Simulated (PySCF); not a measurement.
Compound: C9H6N (doublet state).
Atom-mapped SMILES: `[c:1]1[cH:2][cH:3][c:4]2[cH:5][cH:6][n:7][cH:8][c:9]2[cH:10]1` (hydrogens: H11 on C2; H12 on C3; H13 on C5; H14 on C6; H15 on C8; H16 on C10)

Cartesian coordinates in Å at the PBE0-D3(BJ)/def2-SVP level; atoms count from 1:
```xyz
16
C9H6N angstrom
C     -2.506    0.081   -0.191
C     -2.166   -1.272   -0.117
C     -0.825   -1.584   -0.006
C      0.153   -0.554    0.030
C      1.543   -0.804    0.142
C      2.419    0.256    0.170
N      2.034    1.550    0.095
C      0.755    1.808   -0.009
C     -0.257    0.811   -0.049
C     -1.642    1.126   -0.164
H     -2.925   -2.057   -0.146
H     -0.502   -2.627    0.055
H      1.910   -1.831    0.206
H      3.497    0.081    0.256
H      0.458    2.864   -0.069
H     -1.962    2.171   -0.225
```

Method used: PBE0-D3(BJ)/def2-SVP geometry optimisation, gas phase (PySCF).

Masses are those of the commonest isotopes; rigid-rotor values at the optimised geometry. 

Give the principal moments of inertia and the rotational constants in MHz.

Ia = 156.37, Ib = 393.92, Ic = 550.29 u·Å²; 505379 MHz·u·Å²/I gives A = 3232, B = 1283, C = 918.4 MHz.

What kind of rotor is it?

An asymmetric top. Ray's parameter κ = (2B − A − C)/(A − C) = -0.685; −1 is the prolate and +1 the oblate limit.

Is it planar, by Δ = Ic − Ia − Ib?

Planar: Δ = Ic − Ia − Ib = 0.00 u·Å². For a rigid frame Δ = −2 Σ m c², so it vanishes when all atoms lie in the ab plane; here none is more than 0.01 Å from it.

List the rotational levels J(Ka,Kc) to J = 2 (MHz).

Above 0(0,0):
J = 1: 1(0,1) 2201, 1(1,1) 4150, 1(1,0) 4515
J = 2: 2(0,2) 6557, 2(1,2) 8188, 2(1,1) 9282, 2(2,1) 15129, 2(2,0) 15176

Predict some low-J microwave lines.

The dipole components are |μa| = 1.56 D, |μb| = 1.35 D, |μc| = 0.00 D; the mirror of this Cs structure is the ab plane, so μc vanishes by symmetry and there are no c-type lines. The squared components, which scale the intensities, stand as 1.00 : 0.74 (a : b). Some lines, for components of 0.1 D or more:

```csv
type,branch,"J(Ka,Kc)",MHz,lower level (cm⁻¹)
a,Q,"1(1,0) ← 1(1,1)",365,0.138
b,R,"2(1,2) ← 1(0,1)",5987,0.073
a,R,"3(2,1) ← 2(2,0)",6785,0.506
a,R,"3(1,2) ← 2(1,1)",7120,0.310
a,R,"4(3,1) ← 3(3,0)",8910,1.081
a,R,"4(2,2) ← 3(2,1)",9194,0.733
a,R,"4(1,3) ← 3(1,2)",9429,0.547
a,R,"5(1,5) ← 4(1,4)",9927,0.741
a,R,"5(0,5) ← 4(0,4)",10242,0.712
b,Q,"3(3,0) ← 3(2,1)",10460,0.733
b,R,"4(2,3) ← 3(1,2)",14101,0.547
b,R,"5(2,4) ← 4(1,3)",15575,0.862
b,R,"3(3,0) ← 2(2,1)",17292,0.505
b,Q,"5(5,0) ← 5(4,1)",19084,2.244
b,R,"4(3,2) ← 3(2,1)",19345,0.733
b,R,"5(2,3) ← 4(1,4)",20610,0.741
b,R,"5(4,1) ← 4(3,2)",25958,1.378
```

For this open shell read J as N, the rotation without spin; fine and hyperfine splittings come on top. Not checked by PBE0-D3(BJ)/def2-SVP frequencies. ⟨S²⟩ = 0.763 (exact for a doublet: 0.75). These are rigid-rotor constants of the computed structure; measured ground-state constants (B0) also hold zero-point vibration. Quadrupole hyperfine structure (14N) is left out.
